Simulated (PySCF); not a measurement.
# Computed properties of BiF2H3Si, SMILES [F][Bi]([SiH3])[F]

BiF2H3Si, SMILES [F][Bi]([F])[SiH3]. Coordinates come from a B3LYP-D3(BJ)/def2-SVP optimisation. The def2 effective core potentials stand for the cores of Bi; spin–orbit coupling is left out. The values are those of a single conformer. All values are computed for the isolated molecule unless a solvent is named; none is compared with measurement here.

**Structure.** The optimised structure has Cs symmetry. All 15 harmonic modes at B3LYP-D3(BJ)/def2-SVP (PySCF) are real, so it is a minimum. With heavy atoms numbered as in [Bi:1]([F:2])([F:3])[SiH3:4], the shortest bond between them is Bi1–F3 at 2.051 Å and the longest Bi1–Si4 at 2.718 Å.

**Vibrations.** The strongest infrared lines (harmonic, unscaled, degenerate partners summed) lie at 840 cm⁻¹ (333 km/mol, H 90 %, Si 9 %), 2217 cm⁻¹ (95 km/mol, H 96 %), 2201 cm⁻¹ (77 km/mol, H 99 %). The softest mode is at 71 cm⁻¹ and the zero-point energy is 17.3 kcal/mol.

**Electronic structure.** ωB97X/def2-TZVP (PySCF) places the frontier levels at -9.56 and -0.01 eV, a gap of 9.55 eV, and gives a dipole moment of 4.53 D and a mean polarisability of 72.8 bohr³.

**Excitations.** TDA-B3LYP/def2-SVPD (PySCF) has S1 at 4.13 eV (300 nm, f = 0.001, dark); the most intense of the 10 singlets computed lies at 6.16 eV (f = 0.65). T1 (TDA) is at 3.55 eV, 0.58 eV under S1. No vertical singlet excitation falls in the visible range (under 3.1 eV).
